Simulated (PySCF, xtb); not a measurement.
C3H5BFNO, SMILES N1(C)C=C(F)B1O. Other conformers were not sampled.

Harmonic wavenumbers (cm⁻¹) from GFN2-xTB (xtb 6.7.1) at its own minimum, in rising order: 84, 113, 149, 219, 245, 293, 483, 544, 572, 613, 660, 752, 808, 892, 976, 1089, 1110, 1145, 1207, 1320, 1408, 1478, 1484, 1497, 1676, 2867, 2976, 3006, 3115, 3590.

**Question.** What does PBE-D3(BJ)/def2-SVP run with PySCF give at its own minimum? (The exact figures need the calculation; the answer reports its results.)

**Answer.** 107, 143, 173, 244, 265, 385, 505, 546, 580, 635, 688, 771, 828, 898, 1045, 1100, 1118, 1142, 1237, 1285, 1386, 1403, 1435, 1514, 1645, 2881, 2993, 3040, 3098, 3715. Paired by order, the mean absolute difference is 30 cm⁻¹ and the zero-point energies are 52.0 and 52.6 kcal/mol.
